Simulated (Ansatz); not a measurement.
Reaction (redistribution): `N[SiH2]SS` + `O[SiH](F)[SiH2][SiH3]` → `F[SiH2]SS` + `N[SiH](O)[SiH2][SiH3]`

Computed with Ansatz on PBE0-D4/def2-TZVP structures; ΔE is electronic, products minus reactants. CBS: MP2 limit from def2 TZ/QZ plus the TZ coupled-cluster correction, frozen cores. DFT in def2-TZVPP. Each species was taken in one conformer, which may not be the lowest.

Problem. Is it downhill or uphill in electronic energy at CCSD(T)/CBS, and by how much? (Estimate.)

Solution. The calculation gave: Uphill: ΔE = +0.09 eV.

Problem. What do these levels give: B2PLYP, PBE, r2SCAN, CCSD(T)/def2-TZVPP, MP2/CBS(def2), CCSD/CBS(def2)? (An estimate is asked.)

Solution. The calculation gave: B2PLYP 0.10, PBE 0.10, r2SCAN 0.10, CCSD(T)/def2-TZVPP 0.09, MP2/CBS(def2) 0.07, CCSD/CBS(def2) 0.09 eV.

Largest T1 diagnostic among the species: 0.013.

In def2-TZVPP, CCSD(T) changes the Hartree–Fock value by −0.06 eV (the triples alone add −0.01 eV) and MP2 by −0.07 eV.
